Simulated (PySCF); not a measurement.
Molfile (atoms numbered from 1):
```
C5H10N2OSi
     RDKit          3D

 19 19  0  0  0  0  0  0  0  0999 V2000
   -2.4941   -1.6407   -0.1183 C   0  0  0  0  0  0  0  0  0  0  0  0
   -1.1297   -1.3281   -0.0686 O   0  0  0  0  0  0  0  0  0  0  0  0
   -0.8230   -0.0213   -0.1545 C   0  0  0  0  0  0  0  0  0  0  0  0
   -1.5824    1.1203   -0.2890 C   0  0  0  0  0  0  0  0  0  0  0  0
   -0.6469    2.2033   -0.3236 C   0  0  0  0  0  0  0  0  0  0  0  0
    0.6123    1.6733   -0.2118 C   0  0  0  0  0  0  0  0  0  0  0  0
    0.5077    0.2925   -0.1058 N   0  0  0  0  0  0  0  0  0  0  0  0
    1.8382   -0.8880    0.0668 Si  0  0  0  0  0  4  0  0  0  0  0  0
    3.3546   -0.0860    0.1231 N   0  0  0  0  0  0  0  0  0  0  0  0
   -3.0440   -1.1669    0.7141 H   0  0  0  0  0  0  0  0  0  0  0  0
   -2.9459   -1.3115   -1.0708 H   0  0  0  0  0  0  0  0  0  0  0  0
   -2.5798   -2.7312   -0.0344 H   0  0  0  0  0  0  0  0  0  0  0  0
   -2.6657    1.1822   -0.3543 H   0  0  0  0  0  0  0  0  0  0  0  0
   -0.8877    3.2603   -0.4234 H   0  0  0  0  0  0  0  0  0  0  0  0
    1.5885    2.1512   -0.1944 H   0  0  0  0  0  0  0  0  0  0  0  0
    1.6300   -1.6294    1.3385 H   0  0  0  0  0  0  0  0  0  0  0  0
    1.8178   -1.7903   -1.1148 H   0  0  0  0  0  0  0  0  0  0  0  0
    3.6507    0.4250    0.9461 H   0  0  0  0  0  0  0  0  0  0  0  0
    3.7914    0.2740   -0.7168 H   0  0  0  0  0  0  0  0  0  0  0  0
  1  2  1  0
  2  3  1  0
  3  4  2  0
  4  5  1  0
  5  6  2  0
  6  7  1  0
  7  8  1  0
  8  9  1  0
  7  3  1  0
  1 10  1  0
  1 11  1  0
  1 12  1  0
  4 13  1  0
  5 14  1  0
  6 15  1  0
  8 16  1  0
  8 17  1  0
  9 18  1  0
  9 19  1  0
M  END
```

Isolated molecule, one computed conformer, non-relativistic Hamiltonian, fast rotation and ring inversion assumed for equivalent nuclei. Coordinates at the PBE0-D3(BJ)/def2-SVP level; GIAO CAM-B3LYP/pcSseg-1 shieldings; PySCF 2.14.0 with density-fitted response routines.

Chemical shifts δ = σref − σ; ¹³C and ¹H and ²⁹Si vs TMS; ¹⁷O vs H2O; ¹⁵N vs NH3, all at this level.

```json
{"atoms": "H14", "nucleus": "¹H", "count": "1", "δ (ppm)": "6.16"}
{"atoms": "C3", "nucleus": "¹³C", "count": "1", "δ (ppm)": "?"}
{"atoms": "C6", "nucleus": "¹³C", "count": "1", "δ (ppm)": "?"}
{"atoms": "H16/H17", "nucleus": "¹H", "count": "2", "δ (ppm)": "4.98"}
{"atoms": "C4", "nucleus": "¹³C", "count": "1", "δ (ppm)": "?"}
{"atoms": "Si8", "nucleus": "²⁹Si", "count": "1", "δ (ppm)": "-42.0"}
{"atoms": "N9", "nucleus": "¹⁵N", "count": "1", "δ (ppm)": "15.5"}
{"atoms": "N7", "nucleus": "¹⁵N", "count": "1", "δ (ppm)": "?"}
{"atoms": "H10/H11/H12", "nucleus": "¹H", "count": "3", "δ (ppm)": "3.70"}
{"atoms": "H13", "nucleus": "¹H", "count": "1", "δ (ppm)": "?"}
{"atoms": "H18/H19", "nucleus": "¹H", "count": "2", "δ (ppm)": "0.83"}
{"atoms": "H15", "nucleus": "¹H", "count": "1", "δ (ppm)": "6.21"}
{"atoms": "C5", "nucleus": "¹³C", "count": "1", "δ (ppm)": "118.4"}
{"atoms": "O2", "nucleus": "¹⁷O", "count": "1", "δ (ppm)": "83.2"}
{"atoms": "C1", "nucleus": "¹³C", "count": "1", "δ (ppm)": "56.0"}
```

**Question.** Complete the table.

**Answer.** 
- C3: 161.3 ppm, aromatic carbon bearing oxygen; an ipso carbon deshielded by its heteroatom
- C6: 118.4 ppm, aromatic CH next to a ring nitrogen; it is ortho or para to a lone-pair donor and shielded by resonance
- C4: 89.5 ppm, aromatic CH; π donation from the O or N substituent raises the electron density at positions ortho and para to it
- H13: 5.23 ppm, hydrogen on an aromatic CH; π donation from the O or N substituent shields it against benzene
- N7: 175.9 ppm, pyrrole-type ring nitrogen

The OH or NH signal is concentration- and solvent-dependent in practice; the value given is the gas-phase one. Shifts are as computed, not scaled to solution data. Of 1211 compounds with measured shifts, 218 miss one by over three times the rms of a fit or turn the order of signals round; such compounds aren't used in these exercises. Experimental scales use liquid or dissolved standards, which lie at an offset from isolated NH3 (liquid NH3: subtract about 20 ppm) and H2O (liquid H2O: subtract about 36 ppm). Unscaled 15N shifts of sp2 nitrogen come out 20 to 40 ppm too high even then.
